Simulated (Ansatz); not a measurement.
# Worked example: a bond strength in HfH2Cl2O2 (SMILES Cl[Hf](Cl)(O)O)

HfH2Cl2O2 has 7 atoms, charge 0, and is taken as a singlet. As SMILES, `Cl[Hf](Cl)(O)O`. The shape was relaxed beforehand at r2SCAN/def2-SVP. This is one conformer, not always the lowest.

```xyz
7

Cl   -1.4727   -2.1799    0.0035
Hf    0.0992   -0.4060   -0.0237
Cl    2.3094   -1.2436   -0.2024
O    -0.2598    0.7140   -1.5248
O    -0.0570    0.5822    1.5998
H    -0.4573    1.3631   -2.2015
H    -0.1618    1.1702    2.3491
```

Wanted: the dissociation energy of the O5–Hf2 bond into doublet OH and doublet HfHCl2O (shapes relaxed at r2SCAN/def2-SVP, no zero-point term). 1 Eh = 2625.50 kJ/mol = 27.2114 eV. Totals in Eh; open shells run unrestricted unless said.

```
                        level  program     HfH2Cl2O2  doublet OH  doublet HfHCl2O
 HF/def2-SVP (core potential)   Ansatz  -1117.271896  -75.324793     -1041.793442
PBE/def2-SVP (core potential)   Ansatz  -1119.452402  -75.581420     -1043.655019
```

**Question.** Work out the dissociation energy at each level.

**Answer.** 
1. HF/def2-SVP (core potential): (-75.324793) + (-1041.793442) − (-1117.271896) = 0.153661 Eh = 403.4 kJ/mol = 4.18 eV.
2. PBE/def2-SVP (core potential): (-75.581420) + (-1043.655019) − (-1119.452402) = 0.215963 Eh = 567.0 kJ/mol = 5.88 eV.

The levels span 403 to 567 kJ/mol; no measured value is set beside them. Hartree–Fock lacks the correlation of the electrons that are unpaired, so it comes out low. A bond enthalpy at 298 K also holds the loss of zero-point energy and thermal terms.
